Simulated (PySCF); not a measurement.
# C(2+) (carbon, charge +2) across methods

[He] 2s2, closed-shell 1S. All numbers are calculated (PySCF 2.14, the non-relativistic Hamiltonian (point nucleus), in def2-TZVPPD (6s3p3d1f, 37 functions)).

```csv
method,E (hartree),mean ε 1s (eV),mean ε 2s (eV),Σ⟨r²⟩ (bohr²),⟨S²⟩
PBE,-36.4589,-308.30,-40.348,4.575,0.000
LDA,-36.1280,-305.74,-40.145,4.610,0.000
PW91,-36.4860,-308.69,-40.413,4.576,0.000
UHF,-36.40730,-344.29,-46.091,4.624,0.000
B3LYP,-36.5155,-316.25,-41.766,4.587,0.000
M06-L,-36.5144,-312.44,-40.751,4.527,0.000
r2SCANh,-36.4872,-315.49,-41.277,4.591,0.000
r2SCAN,-36.4854,-312.25,-40.659,4.592,0.000
PBE0,-36.4697,-317.47,-42.027,4.576,0.000
```
